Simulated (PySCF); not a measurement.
BGeH5O, SMILES B[O][GeH3].

Coordinates come from a PBE0-D3(BJ)/def2-SVP optimisation.

Calculation: PySCF with r2SCAN/def2-TZVPD.

Gas-phase values at a fixed geometry.

Computed frontier levels, gap, dipole moment and polarisability:
```json
{
  "highest_occupied_level": "-6.99 eV",
  "lowest_empty_level": "-0.94 eV",
  "orbital_gap": "6.05 eV",
  "dipole_moment": "0.415 e·Å",
  "quadrupole, principal values (traceless, Buckingham form, about the centre of nuclear charge)": "-2.14, -0.82, 2.96 D·Å",
  "mean_static_polarisability": "51.1 bohr³ (7.57 Å³)",
  "polarisability_principal_values": "44.1, 48.4, 60.8 bohr³"
}
```
